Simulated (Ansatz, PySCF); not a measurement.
Gas-phase reaction (SMILES): [NH2][Al]([NH2])[F] + O (H2O) -> [NH2][Al]([NH2])[OH] + F (HF); water cleaves one Al-F bond, a model of a ligand-exchange step.

Structures are relaxed separately at B3LYP-D3(BJ)/def2-TZVP in Ansatz (a first-principles code), one conformer each, not searched for the lowest. Correlated levels leave the core frozen unless marked. Spin-orbit coupling is left out. No relativistic terms. CBS marks a two-point X^-3 extrapolation of the correlation energy; Hartree-Fock from the larger set. Thermal terms are rigid-rotor harmonic-oscillator values from B3LYP-D3(BJ) frequencies (Ansatz or PySCF) at 298.15 K and 1 atm. 1 Eh = 627.5095 kcal/mol.

```
species               E, CCSD(T)/CBS(aug-cc-pV(T+d)Z,aug-cc-pV(Q+d)Z) (Ansatz) (Eh)  E, B3LYP-D3(BJ)/def2-TZVPD (Ansatz + dftd3) (Eh)  H - E (Eh)
--------------------  -------------------------------------------------------------  ------------------------------------------------  ----------
[NH2][Al]([NH2])[F]                                                      -453.77674                                        -454.48716     0.06081
O (H2O)                                                                   -76.37513                                         -76.46738     0.02495
[NH2][Al]([NH2])[OH]                                                     -429.73791                                        -430.43880     0.07221
F (HF)                                                                   -100.39216                                        -100.49389     0.01259
```

Question: Work out ΔE and ΔH at 298.15 K at the first level, then ΔH at the second.

Answer: 
1. ΔE = [(-429.73791) + (-100.39216)] - [(-453.77674) + (-76.37513)] = 0.02180 Eh = 13.7 kcal/mol at CCSD(T)/CBS(aug-cc-pV(T+d)Z,aug-cc-pV(Q+d)Z).
2. The terms H - E add up to -0.00096 Eh, so ΔH = (0.02180 + (-0.00096))×627.5095 = 13.1 kcal/mol.
3. At B3LYP-D3(BJ)/def2-TZVPD the same steps give ΔE = 13.7 and ΔH = 13.1 kcal/mol, a shift of +0.0 from the first level.
4. These values are not checked against measurement here, since the tables used lack a sound gas-phase enthalpy of formation for at least one species.
